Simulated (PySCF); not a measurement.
Start geometry of `C1=C[SiH2]C=C1` from GFN2-xTB (Å):
```
atom  x, y, z in Å
C1    -1.0265    0.7862   -0.3678
C2     0.2140    1.2774   -0.2665
Si3    1.3913   -0.0983    0.2641
C4    -0.0738   -1.2869    0.2884
C5    -1.1853   -0.6291   -0.0613
H6    -1.8912    1.3691   -0.6556
H7     0.4423    2.3103   -0.4706
H8     1.9853    0.1212    1.5838
H9     2.3944   -0.4306   -0.7488
H10   -0.0791   -2.3357    0.5345
H11   -2.1660   -1.0811   -0.1262
```

Q: What comes out of this run: PBE/cc-pVDZ geometry optimisation, gas phase in PySCF 2.14.0?

A: 
```
atom  x, y, z in Å
C1    -1.1612    0.7638   -0.3998
C2     0.0943    1.2854   -0.3080
Si3    1.2279   -0.1319    0.2226
C4    -0.2009   -1.3690    0.2669
C5    -1.3216   -0.6794   -0.0875
H6    -2.0447    1.3571   -0.6913
H7     0.3160    2.3405   -0.5183
H8     1.8927    0.0849    1.5629
H9     2.3007   -0.4720   -0.7865
H10   -0.2159   -2.4387    0.5163
H11   -2.3224   -1.1398   -0.1511
```

The energy falls by 15.6 kJ/mol over 4 energy and gradient evaluations, the largest force component goes from 0.0263 to 4.1e-04 Eh/bohr, and the atoms move by 0.043 Å rms after alignment. Among the bonds, Si3–H8 and Si3–H9 change most and about equally (+0.048 Å). Bonds longer at the end by more than 0.005 Å: 9 of 11; shorter: 0. Among the angles that change most is H8–Si3–H9, from 112.3° to 108.2°. Rotational constants go from 6996, 4763, 2932 to 6601, 4833, 2886 MHz. The orientation of the end geometry is arbitrary; only internal coordinates are fixed.

The run used 104 basis functions and 28 SCF cycles in all.

Not checked by PBE/cc-pVDZ frequencies.
